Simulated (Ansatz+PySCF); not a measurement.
Values are calculated unless marked as measured or tabulated.
**Several solutions for singlet H₈**

```
atom    x (Å)    y (Å)   z (Å)
   H   1.3066   0.0000  0.0000
   H   0.9239   0.9239  0.0000
   H   0.0000   1.3066  0.0000
   H  -0.9239   0.9239  0.0000
   H  -1.3066   0.0000  0.0000
   H  -0.9239  -0.9239  0.0000
   H   0.0000  -1.3066  0.0000
   H   0.9239  -0.9239  0.0000
```

Basis set: 6-31G* (spherical functions). Charge 0, multiplicity 1.

RHF was run from several starts with Ansatz (development build ahead of 0.2.0) and PySCF 2.14.0.

```tsv
run	program	start	converged	energy (hartree)	<S²>
A	PySCF	guess minao, instabilities followed	yes	-4.15658	0.00
B	PySCF	program defaults	yes	-4.14155	0.00
C	Ansatz	stability test followed	yes	-4.15658	0.00
D	PySCF	guess huckel, instabilities followed	yes	-4.15658	0.00
E	PySCF	guess 1e, instabilities followed	yes	-4.15658	0.00
F	PySCF	guess atom, instabilities followed	yes	-4.15658	0.00
G	Ansatz	search for the lowest state	yes	-4.15658	0.00
```

Question: Which runs reached the lowest solution of this kind, and what is wrong with the others?

Answer: A, C, D, E, F, G reached the lowest solution found. Converged but too high: B by 0.41 eV. Convergence only shows a stationary point, and even a stable one can lie too high; stability tests and further starts are what find lower ones. Caution: an unrestricted determinant lies well below (1.73 eV lower). Caution: the determinant breaks the point group.
